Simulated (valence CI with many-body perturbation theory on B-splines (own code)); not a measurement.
Values are calculated unless marked as measured or tabulated.
## Ladder of approximations for Au LXXIII

Method: relativistic CI+MBPT: five valence electrons over a frozen Dirac-Fock core [He], a basis of 9 s, 9 p, 8 d, 6 f, 3 g, 1 h functions for each j, with the one-electron correlation potential Σ1 (screened to all orders), the two-electron term Σ2, the three-electron term Σ3, Breit, model QED; selected single and double excitations, second order for the rest (own B-spline code, finite nucleus).

No measured spectrum was set against this ion. As an estimate, large intervals hold to a few tenths of a per cent, small ones and those within an open d or f shell to about a per cent. Among the levels kept, up to 1100 cm⁻¹ of a level comes from second order outside the variational space, and about a tenth of that is noise between levels of different J, which matters for small intervals.

Each rung adds one term. CI alone is the Dirac-Coulomb CI over the frozen core; QED comes last and gives the full result, which names the levels. Energies are above (2s^2 2p1/2^2 2p3/2) J=3/2 on the same rung, in eV.

Levels are named by their leading jj configuration (3d3/2^4 stands for four electrons in 3d with j = 3/2), which in mixed levels can hold well under half, so a name can repeat and another be missing. Letters in brackets count levels of one name in rising energy.

```csv
Level,CI alone,Σ1,Σ2,Σ3,Breit,QED,Full
(2s^2 2p1/2 2p3/2^2) J=3/2,1910,+0.3,0.0,0.0,-24.6,+2.2,1887
(2s^2 2p1/2 2p3/2^2) J=5/2,1945,+0.3,0.0,-0.1,-37.0,+2.2,1911
(2s^2 2p1/2 2p3/2^2) J=1/2,1988,+0.3,+0.1,-0.1,-21.2,+2.1,1970
(2s 2p1/2^2 2p3/2^2) J=5/2,2305,-0.1,-0.3,-0.1,-10.8,-20.6,2273
(2s 2p1/2^2 2p3/2^2) J=1/2,2408,-0.1,-0.3,-0.2,+2.1,-20.7,2389
(2s 2p1/2^2 2p3/2^2) J=3/2,2418,-0.1,-0.5,-0.3,-5.9,-20.7,2390
(2s^2 2p3/2^3) J=3/2,3906,+0.5,+0.1,-0.1,-49.2,+4.1,3862
(2s 2p1/2 2p3/2^3) J=3/2 [a],4238,+0.2,-0.2,-0.2,-28.1,-18.5,4191
(2s 2p1/2 2p3/2^3) J=5/2,4293,+0.2,-0.2,-0.2,-41.0,-18.5,4234
(2s 2p1/2 2p3/2^3) J=1/2,4354,+0.2,-0.4,-0.3,-27.5,-18.6,4307
(2s 2p1/2 2p3/2^3) J=3/2 [b],4368,+0.2,-0.4,-0.3,-34.6,-18.6,4314
(2p1/2^2 2p3/2^3) J=3/2,4791,-0.2,-0.9,-0.4,-8.8,-41.1,4739
(2s 2p3/2^4) J=1/2,6283,+0.4,-0.1,-0.3,-50.5,-16.4,6216
(2p1/2 2p3/2^4) J=1/2,6734,0.0,-0.6,-0.4,-33.8,-39.3,6660
(2s^2 2p1/2^2 3s) J=1/2,10049,+0.3,+0.2,-0.2,-10.4,+3.6,10042
(2s^2 2p1/2^2 3p1/2) J=1/2,10166,+0.2,+0.1,-0.2,-3.6,-3.0,10159
(2s^2 2p1/2^2 3p3/2) J=3/2,10746,+0.2,0.0,-0.2,-11.7,-2.4,10732
(2s^2 2p1/2^2 3d3/2) J=3/2,10845,+0.3,+0.1,-0.2,-12.2,-3.3,10830
(2s^2 2p1/2^2 3d5/2) J=5/2,11003,+0.3,+0.1,-0.2,-16.4,-3.0,10983
(2s^2 2p1/2 2p3/2 3s) J=3/2 [a],11980,+0.5,+0.1,-0.2,-37.8,+5.8,11949
(2s^2 2p1/2 2p3/2 3s) J=1/2,11992,+0.5,+0.1,-0.2,-38.0,+5.8,11960
(2s^2 2p1/2 2p3/2 3s) J=5/2,12011,+0.5,+0.1,-0.2,-48.6,+5.8,11968
(2s^2 2p1/2 2p3/2 3s) J=3/2 [b],12017,+0.5,+0.1,-0.2,-46.9,+5.8,11976
(2s^2 2p1/2 2p3/2 3p1/2) J=1/2,12096,+0.4,+0.1,-0.2,-30.9,-0.8,12064
(2s^2 2p1/2 2p3/2 3p1/2) J=3/2 [a],12105,+0.4,0.0,-0.2,-34.5,-0.8,12070
(2s^2 2p1/2 2p3/2 3p1/2) J=5/2,12128,+0.4,+0.1,-0.2,-43.7,-0.8,12083
(2s^2 2p1/2 2p3/2 3p1/2) J=3/2 [b],12168,+0.4,0.0,-0.2,-36.3,-0.9,12131
(2s 2p1/2^2 2p3/2 3s) J=5/2,12329,+0.1,-0.1,-0.3,-22.3,-17.1,12289
(2s 2p1/2^2 2p3/2 3s) J=3/2 [a],12359,+0.1,-0.2,-0.3,-20.7,-17.1,12321
(2s 2p1/2^2 2p3/2 3s) J=1/2,12430,+0.1,-0.2,-0.4,-17.8,-17.1,12394
(2s 2p1/2^2 2p3/2 3s) J=3/2 [b],12440,+0.1,-0.3,-0.4,-17.4,-17.2,12405
```

The middle columns are the shifts that each term adds.

Task: How does the ionisation energy move along the ladder, and which term matters most?

Result: CI alone 19175, + Σ1 19175, + Σ2 19175, + Σ3 19175, + Breit 19158, + QED 19155 eV. The largest step is Breit, -17 eV. NIST lists 19150 ± 70 eV (theoretical).
